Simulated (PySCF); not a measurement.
Input for PySCF: R-HF/STO-3G on AlH3Se2 (SMILES [SeH][AlH][SeH]), a point of a torsion scan.

```python
from pyscf import gto, scf, dft, mp
from pyscf.data.elements import chemcore

mol = gto.M(
    atom='''
    Se   -2.26250893   -0.30842048   -0.67927056
    Al   -0.35911707    0.88355393   -0.17722695
    Se    0.65963427    0.90971902    1.89646929
    H    -2.30517174   -0.80056592    0.68207648
    H     0.33110185    1.73030418   -1.25053192
    H     1.59657453    1.88630615    1.40874029
    ''',
    basis='sto-3g',
    charge=0, spin=0, verbose=3, max_memory=1800)
mf = scf.RHF(mol)
mf.conv_tol = 1e-8
mf.max_cycle = 100
mf.kernel()
if not mf.converged:
    mf = mf.newton().run(mf.mo_coeff, mf.mo_occ)
```

It printed:

```
converged SCF energy = -4987.96929054788
```

Self-consistency was reached.

Cost: about 0.3 core-seconds (a rough figure).
